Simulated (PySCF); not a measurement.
B(F)(OH)2 (BFH2O2), SMILES OB(O)F. Atoms are numbered in the order given.

```xyz
6

B      0.0000     0.0000    -0.0339
F      0.0000     0.0000     1.3109
O      0.0000     1.1678    -0.7113
H      0.0000     1.9293    -0.1243
O      0.0000    -1.1678    -0.7113
H      0.0000    -1.9293    -0.1243
```
Charge 0, spin multiplicity 1.

Geometry: PBE0-D3(BJ)/def2-SVP. The values are those of a single conformer.

Level of theory: KT2/pcSseg-2 run with PySCF.

GIAO shieldings, no solvent; atoms alike by connectivity are averaged. δ = σ(ref) − σ: ¹¹B against BF3 (σ = 89.2 ppm); ¹⁹F against CFCl3 (σ = 125.1 ppm); ¹⁷O against H2O (σ = 324.0 ppm); ¹H against TMS (σ = 31.47 ppm), references at their B3LYP-D3(BJ)/def2-TZVP geometries, non-relativistic.

| nucleus | atoms | count | δ (ppm) |
|---|---|---|---|
| ¹¹B | B1 | 1 | 5.7 |
| ¹⁹F | F2 | 1 | -168.9 |
| ¹⁷O | O3, O5 | 2 | 76.6 |
| ¹H | H4, H6 | 2 | 2.91 |
